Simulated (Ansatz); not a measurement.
All numbers were calculated with Ansatz.

A structure relaxed at PBE0-D4/def2-TZVP, charge 0, multiplicity 1:

```json
{"atom": "C1", "x (Å)": "1.252", "y (Å)": "0.836", "z (Å)": "-1.617"}
{"atom": "C2", "x (Å)": "0.354", "y (Å)": "-0.064", "z (Å)": "-0.778"}
{"atom": "B3", "x (Å)": "-0.047", "y (Å)": "0.513", "z (Å)": "0.629"}
{"atom": "O4", "x (Å)": "0.404", "y (Å)": "1.741", "z (Å)": "1.012"}
{"atom": "O5", "x (Å)": "-0.842", "y (Å)": "-0.152", "z (Å)": "1.523"}
{"atom": "C6", "x (Å)": "-1.372", "y (Å)": "-1.426", "z (Å)": "1.244"}
{"atom": "H7", "x (Å)": "1.494", "y (Å)": "0.382", "z (Å)": "-2.581"}
{"atom": "H8", "x (Å)": "2.191", "y (Å)": "1.047", "z (Å)": "-1.101"}
{"atom": "H9", "x (Å)": "0.775", "y (Å)": "1.799", "z (Å)": "-1.810"}
{"atom": "H10", "x (Å)": "0.833", "y (Å)": "-1.041", "z (Å)": "-0.628"}
{"atom": "H11", "x (Å)": "-0.566", "y (Å)": "-0.299", "z (Å)": "-1.330"}
{"atom": "H12", "x (Å)": "0.087", "y (Å)": "1.974", "z (Å)": "1.890"}
{"atom": "H13", "x (Å)": "-1.963", "y (Å)": "-1.738", "z (Å)": "2.106"}
{"atom": "H14", "x (Å)": "-2.020", "y (Å)": "-1.408", "z (Å)": "0.363"}
{"atom": "H15", "x (Å)": "-0.580", "y (Å)": "-2.163", "z (Å)": "1.079"}
```

**Question.** Give its formula and SMILES.

**Answer.** C3H9BO2, `CCB(O)OC`.

**Question.** Point group (tolerance 0.08 Å, 0.16 Å for H)?

**Answer.** Cs.

**Question.** Summarise the bond lengths by kind.

**Answer.** 1 × C–C 1.523 Å; 8 × C–H 1.090 to 1.099 Å; 1 × B–C 1.573 Å; 2 × B–O 1.364 to 1.368 Å; 1 × H–O 0.962 Å; 1 × C–O 1.408 Å.
